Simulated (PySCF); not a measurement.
Predicted microwave data (PySCF 2.14.0, PBE0-D3(BJ)/def2-SVP geometry optimisation, gas phase) for one isomer of C2H7As:

| Quantity | Value |
| --- | --- |
| Rotational constants | A = 24624, B = 3521, C = 3305 MHz |
| Dipole components | \|μa\| = 1.09 D, \|μb\| = 0.00 D, \|μc\| = 0.00 D |
| Inertial defect | -11.16 u·Å² |
| κ | -0.98 |

Question: Which structure is it? (One computed conformer of each.)
A. `[CH3:1][CH2:2][AsH2:3]` with C1–C2–As3–H -46° and 46°
B. AsMe2H, `[H][As](C)C`
C. dimethylarsine (`[AsH](C)C`)

Answer: A. It is CC[AsH2], a near-prolate asymmetric top, point group Cs. The candidates at the same level (rigid rotor, commonest isotopes):

| SMILES | A (MHz) | B (MHz) | C (MHz) | μa (D) | μb (D) | μc (D) | Δ (u·Å²) | point group | rotor |
| --- | --- | --- | --- | --- | --- | --- | --- | --- | --- |
| [H][As](C)C | 10779 | 6438 | 4417 | 0.00 | 1.04 | 0.26 | -10.97 | Cs | asymmetric top |
| CC[AsH2] | 24624 | 3521 | 3305 | 1.09 | 0.00 | 0.00 | -11.16 | Cs | near-prolate asymmetric top |
| C[AsH]C | 10781 | 6438 | 4418 | 0.00 | 1.04 | 0.26 | -10.97 | Cs | asymmetric top |

`[H][As](C)C` has B 83 % too high; `C[AsH]C` has B 83 % too high. In the right answer the mirror of this Cs structure is the ab plane, so μc vanishes by symmetry. No structure here is proved a minimum.
